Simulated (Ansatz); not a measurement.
Species: YBr (charge 0, singlet). 
Coordinates optimised at B3LYP-D3(BJ)/def2-TZVP (Ansatz, an electronic-structure program):
SMILES: [Br][Y]
```xyz
2

Y      0.0000     0.0000    -1.2121
Br     0.0000     0.0000     1.3506
```
Charge 0, spin multiplicity 1.

**Question.** Give the harmonic wavenumbers at B3LYP-D3(BJ)/def2-TZVP (Ansatz, finite differences of forces, unscaled).

**Answer.** 262 cm⁻¹. Zero-point energy 0.4 kcal/mol.

**Question.** From these and the geometry, give the ideal-gas thermochemistry at 298.15 K and 1 atm (rigid rotor, harmonic oscillator).

**Answer.** Point group C∞v, rotational symmetry number 1. Rotational constants 1.829, 1.829 GHz. S(trans) 41.28, S(rot) 18.14, S(vib) 1.65, S(elec, spin only) 0.00, S 61.1 cal/(mol K). H(298) - H(0) 2.37 kcal/mol; G - E(el) -15.5 kcal/mol.
